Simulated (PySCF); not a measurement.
**Computed properties of sulfuric acid (H₂O₄S), SMILES O=S(=O)(O)O**

sulfuric acid (H2O4S), SMILES O=S(O)(O)=O. Geometry: TPSSh-D3(BJ)/def2-SVP. Other conformers were not sampled. All values are computed for the isolated molecule unless a solvent is named; none is compared with measurement here.

**Structure.** The optimised structure has C2 symmetry. All 15 harmonic modes at TPSSh-D3(BJ)/def2-SVP (PySCF) are real, so it is a minimum. With heavy atoms numbered as in [OH:1][S:2](=[O:3])(=[O:4])[OH:5], the shortest bond between them is S2–O4 at 1.447 Å and the longest S2–O5 at 1.628 Å.

**Vibrations.** The strongest infrared lines (harmonic, unscaled, degenerate partners summed) lie at 846 cm⁻¹ (346 km/mol, S 50 %, O 50 %), 1440 cm⁻¹ (258 km/mol, S 48 %, O 46 %), 3717 cm⁻¹ (195 km/mol, H 94 %). The softest mode is at 244 cm⁻¹ and the zero-point energy is 24.0 kcal/mol.

**Electronic structure.** CAM-B3LYP/def2-TZVP (PySCF) places the frontier levels at -11.21 and 0.67 eV, a gap of 11.88 eV, and gives a dipole moment of 3.15 D and a mean polarisability of 32.5 bohr³. PBE/def2-TZVP (PySCF) at the same geometry gives -7.99 and -1.13 eV, so its gap is 5.02 eV narrower. An orbital gap is neither the optical nor the fundamental gap.

**Excitations.** TDA-PBE0/def2-SVPD (PySCF) has S1 at 7.78 eV (159 nm, f = 0.005, weak); the most intense of the 10 singlets computed lies at 9.35 eV (f = 0.11). T1 (TDA) is at 7.40 eV, 0.38 eV under S1. TDA-PBE/def2-SVPD (PySCF) puts S1 at 6.69 eV. No vertical singlet excitation falls in the visible range (under 3.1 eV).

**NMR.** GIAO shifts at B3LYP/pcSseg-1 (PySCF) (non-relativistic, atoms alike by connectivity averaged): ¹H at 5.5 ppm against TMS.

**Solvation.** SMD-ωB97X/6-31G* (PySCF) gives -14.2 kcal/mol in water, -11.3 kcal/mol in ethanol, -8.3 kcal/mol in diethylether (1 M in both phases, gas-phase geometry); of these solvents water holds the molecule best.
